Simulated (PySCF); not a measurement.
An unknown gives this computed stick spectrum. Method used: PySCF, TDDFT B3LYP/def2-SVPD, vertical, gas phase, core orbitals frozen in the response. Geometries: PBE0-D3(BJ)/def2-SVP, one conformer each. Relativistic effects are left out although some hold elements past zinc.

| state | λ (nm) | f |
| --- | --- | --- |
| S1 | 216.6 | 0.124 |
| S2 | 206.3 | 0.272 |
| S3 | 199.9 | 0.083 |
| S4 | 191.5 | 0.0034 |
| S5 | 190.2 | 0.0023 |
| S6 | 187.6 | 0.017 |
| S7 | 180.1 | 0.019 |
| S8 | 177.8 | 0.072 |
| S9 | 177.0 | 0.013 |
| S10 | 172.1 | 0.019 |

Triplets computed (Tamm–Dancoff): 4.09, 5.43, 6.03, 6.20 eV.

**Question.** Which structure fits? All have the formula C7H14Ge.
A. `[GeH3][C@@H]1C[C@@H]1C1CCC1`
B. `[GeH3][C@@H]1C[C@H]1C1CCC1`
C. `[C@@H]1([C@H](CC)[CH2][GeH2]1)C=C`

**Answer.** C. Its S1, at 5.72 eV, is the lowest among the candidates; the nearest of the others has S1 at 6.94 eV. S1 is HOMO→LUMO+1 (48%), HOMO→LUMO (48%). Löwdin shares by element: HOMO carbon 66% or more, germanium 11% (atoms not listed hold the other 22%); LUMO carbon 42% or more, germanium 20%, hydrogen 8% or more (atoms not listed hold the other 30%). At the same level the other candidates give, for their lowest levels:
- `[GeH3][C@@H]1C[C@@H]1C1CCC1`: 179 nm (f 0.027); 174 nm (f 0.009); 170 nm (f 0.003); 168 nm (f 0.055); 165 nm (f 0.003); T1 6.83 eV; HOMO -7.52, LUMO 0.20 eV
- `[GeH3][C@@H]1C[C@H]1C1CCC1`: 179 nm (f 0.004); 174 nm (f 0.001); 171 nm (f 0.007); 169 nm (f 0.054); 167 nm (f 0.095); T1 6.83 eV; HOMO -7.46, LUMO 0.27 eV

The values belong to the conformer `[CH2:1]=[CH:2][C@@H:3]1[GeH2:4][CH2:5][C@H:6]1[CH2:7][CH3:8]`: C1–C2–C3–Ge4 -122°, C5–C6–C7–C8 -63°.

Without π bonds the low states are Rydberg-like; a valence basis with one diffuse set may place them up to an eV too high.
